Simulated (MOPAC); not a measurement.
A run for MOPAC: PM7 on FH3OSi (SMILES O[SiH2]F), a point of a torsion scan.

```
PM7 1SCF PRECISE CHARGE=0 THREADS=1
FH3OSi

O      1.14807849 1    -0.04141567 1    -0.45369335 1
Si    -0.40507273 1    -0.10241362 1    -0.02608956 1
F     -0.81617444 1     1.32982195 1     0.58519196 1
H      1.85788994 1     0.14006397 1     0.15667184 1
H     -0.67136752 1    -1.03346887 1     1.05605895 1
H     -1.10174985 1    -0.26588017 1    -1.28014437 1
```

Program output:

```
*******************************************************************************
 **                                                                           **
 **                              MOPAC v23.2.5                                **
 **                                                                           **
 *******************************************************************************
 ** MOPAC's Digital Object Identifier: https://doi.org/10.5281/zenodo.6511958 **
 **                                                                           **
 ** Please cite the open-source release paper for use of this MOPAC version:  **
 ** J. E. Moussa and J. J. P. Stewart (2026)                                  **
 ** MOPAC: An open-source semiempirical molecular orbital program             **
 ** J. Open Source Softw., 11(119), 8025, https://doi.org/10.21105/joss.08025 **
 *******************************************************************************

                              PM7 CALCULATION RESULTS

 *******************************************************************************
 *  PM7        - The PM7 Hamiltonian to be used
 *
 *
 *
 *                 CHARGE ON SYSTEM = 0
 *
 *
 *
 *  PRECISE    - TIGHTER CRITERIA TO BE USED
 *  1SCF       - DO 1 SCF AND THEN STOP
 *  THREADS=1  - MULTI-THREADING NOT USED
 *  T=         - A TIME OF 172800.0 SECONDS REQUESTED
 *  DUMP=N     - RESTART FILE WRITTEN EVERY 7200.0 SECONDS REQUESTED
 *******************************************************************************
PM7 1SCF PRECISE CHARGE=0 THREADS=1
 FH3OSi

   ATOM   CHEMICAL          X               Y               Z
  NUMBER   SYMBOL      (ANGSTROMS)     (ANGSTROMS)     (ANGSTROMS)

     1       O          1.14807849  *  -0.04141567  *  -0.45369335  *
     2      Si         -0.40507273  *  -0.10241362  *  -0.02608956  *
     3       F         -0.81617444  *   1.32982195  *   0.58519196  *
     4       H          1.85788994  *   0.14006397  *   0.15667184  *
     5       H         -0.67136752  *  -1.03346887  *   1.05605895  *
     6       H         -1.10174985  *  -0.26588017  *  -1.28014437  *



          CARTESIAN COORDINATES

    NO.       ATOM           X           Y           Z

     1         O          1.1481     -0.0414     -0.4537
     2        Si         -0.4051     -0.1024     -0.0261
     3         F         -0.8162      1.3298      0.5852
     4         H          1.8579      0.1401      0.1567
     5         H         -0.6714     -1.0335      1.0561
     6         H         -1.1017     -0.2659     -1.2801

 General Reference for PM7:
 "Optimization of Parameters for Semiempirical Methods VI: More Modifications to the
 NDDO Approximations and Re-optimization of Parameters", J. J. P. Stewart, J. Mol. Mod., 1:32, 19 (2013)
 https://link.springer.com/article/10.1007/s00894-012-1667-x

           Empirical Formula: H3 O Si F  =     6 atoms



      MOLECULAR POINT GROUP   :   C1


      RHF CALCULATION, NO. OF DOUBLY OCCUPIED LEVELS = 10


 -------------------------------------------------------------------------------
 PM7 1SCF PRECISE CHARGE=0 THREADS=1
 FH3OSi



     1SCF WAS SPECIFIED, SO BFGS WAS NOT USED
     SCF FIELD WAS ACHIEVED


                              PM7 CALCULATION
                                                       MOPAC v23.2.5 Linux




          FINAL HEAT OF FORMATION =       -171.95119 KCAL/MOL =    -719.44377 KJ/MOL


          COSMO AREA              =         91.26 SQUARE ANGSTROMS
          COSMO VOLUME            =         76.98 CUBIC ANGSTROMS

          IONIZATION POTENTIAL    =         12.432252 EV
          HOMO LUMO ENERGIES (EV) =        -12.432  0.462
          NO. OF FILLED LEVELS    =         10
          MOLECULAR WEIGHT        =         66.1070         POINT GROUP:  C1

          MOLECULAR DIMENSIONS (Angstroms)

            Atom       Atom       Distance
            H     6    H     4     3.31492
            F     3    H     5     2.41369
            F     3    O     1     1.99952


          SCF CALCULATIONS        =          1





   ATOM   CHEMICAL          X               Y               Z
  NUMBER   SYMBOL      (ANGSTROMS)     (ANGSTROMS)     (ANGSTROMS)

     1       O          1.14807849  *  -0.04141567  *  -0.45369335  *
     2      Si         -0.40507273  *  -0.10241362  *  -0.02608956  *
     3       F         -0.81617444  *   1.32982195  *   0.58519196  *
     4       H          1.85788994  *   0.14006397  *   0.15667184  *
     5       H         -0.67136752  *  -1.03346887  *   1.05605895  *
     6       H         -1.10174985  *  -0.26588017  *  -1.28014437  *

                             CARTESIAN COORDINATES

   1    O        1.148078490    -0.041415670    -0.453693350
   2   Si       -0.405072730    -0.102413620    -0.026089560
   3    F       -0.816174440     1.329821950     0.585191960
   4    H        1.857889940     0.140063970     0.156671840
   5    H       -0.671367520    -1.033468870     1.056058950
   6    H       -1.101749850    -0.265880170    -1.280144370


           Empirical Formula: H3 O Si F  =     6 atoms



      MOLECULAR POINT GROUP   :   C1


                  EIGENVALUES
 -39.99374 -30.26379 -18.88984 -17.20731 -15.99075 -15.91815 -14.83930 -13.93146
 -13.13050 -12.43225   0.46196   0.84082   2.47272   4.79241   6.81115  22.52791
  22.78926  23.01804  23.99772  24.55863


              NET ATOMIC CHARGES AND DIPOLE CONTRIBUTIONS

  ATOM NO.   TYPE          CHARGE      No. of ELECS.   s-Pop       p-Pop       d-Pop
    1          O          -0.665276        6.6653     1.71300     4.95228
    2         Si           0.461333        3.5387     0.90150     2.36967     0.26749
    3          F          -0.364676        7.3647     1.92852     5.43616
    4          H           0.380087        0.6199     0.61991
    5          H           0.083855        0.9161     0.91614
    6          H           0.104677        0.8953     0.89532
 DIPOLE           X         Y         Z       TOTAL
 POINT-CHG.    -0.569    -2.718     0.435     2.811
 HYBRID         0.904     1.047     0.328     1.422
 SUM            0.335    -1.671     0.763     1.867


          ATOMIC ORBITAL ELECTRON POPULATIONS

     Atom    s        px        py        pz      x^2-y^2     xz        z^2       yz        xy
    1  O   1.71300   1.43367   1.87531   1.64329
    2 Si   0.90150   0.62249   0.69695   1.05023   0.06434   0.06037   0.03594   0.05031   0.05654
    3  F   1.92852   1.91627   1.62312   1.89676
    4  H   0.61991
    5  H   0.91614
    6  H   0.89532

 **********************
 *                    *
 * JOB ENDED NORMALLY *
 *                    *
 **********************




 == MOPAC DONE ==
```

The run finished.

Cost: about 0.020 core-seconds (a rough figure).
